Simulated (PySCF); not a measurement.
## Checking a proposed structure

A compound C6H6ClOP gives the data below (simulated from a calculation) and was assigned the structure `Clc1pcoc1C1CC1`.

13C{1H} NMR (computed): δ 205.5 (C), 161.4 (CH), 149.5 (C), 133.8 (CH), 128.4 (CH), 60.1 (CH3).

1H NMR (500 MHz, computed): δ 8.92 (m, 1H), 7.76 (m, 1H), 7.70 (m, 1H), 4.18 (s, 3H).

Gas phase, rapidly exchanging positions averaged, no relativistic terms, single conformer. GFN2-xTB structure; NMR shieldings at PBE0/pcSseg-1/GIAO; PySCF 2.14.

Shifts are taken against calculated references (same method and geometry level): 1H (σref 31.72) and 13C (σref 186.93) against TMS.

**Question.** Compare with the shifts computed for the proposed structure, pairing carbons in order of shift.

**Answer.** Mapped SMILES: `[Cl:1][c:2]1[p:3][cH:4][o:5][c:6]1[CH:7]1[CH2:8][CH2:9]1`; H(Xn) means a hydrogen on atom n.

```csv
atom,computed for proposal,given list,difference
C4,183.8,205.5,-21.7
C6,167.6,161.4,+6.2
C2,142.6,149.5,-6.9
C7,12.1,133.8,-121.7
C8,10.9,128.4,-117.5
C9,10.9,60.1,-49.2
```

The rms difference is 72.6 ppm and the largest -121.7 ppm at C7 (three-membered-ring carbon). The proposal also would give 5 carbon signals, not 6. The carbon types in order of shift don't match either: CH, C, C, CH, CH2, CH2 for the proposal against C, CH, C, CH, CH, CH3 in the data. The proposal doesn't fit.

**Question.** Which isomer fits?

**Answer.** SMILES COc1cc(Cl)ccp1.

- δC 205.5: aromatic carbon bearing oxygen; σ withdrawal by the attached heteroatom moves it downfield of the ring CH carbons.
- δC 161.4, 133.8, 128.4: aromatic CH.
- δC 60.1: methyl carbon bonded to O; pulled downfield by the heteroatom.
- δH 8.92, 7.76, 7.70: hydrogen on an aromatic CH; it sits in the deshielding region of the aromatic ring current.

The data come from this structure; uniqueness wasn't tested.

Carbons that carry Cl, above all several Cl atoms, come out too deshielded, partly because spin–orbit coupling is missing. Splittings by 31P in the carbon and heteronuclear signals aren't shown, as no couplings were computed. Shifts are as computed. Against solution values, carbons near 30 ppm lie about +3 ppm off and those near 130 ppm about +5 ppm; carbons on Cl a further +6 ppm. Of 1211 compounds with measured shifts, 218 miss one by over three times the rms of a fit or turn the order of signals round; such compounds aren't used in these exercises. No couplings were computed; multiplicities are counted from neighbouring protons, with m where these are inequivalent, close in shift, in a saturated or five-membered ring or joined by F or P, and br s for small geminal =CH2 splittings.
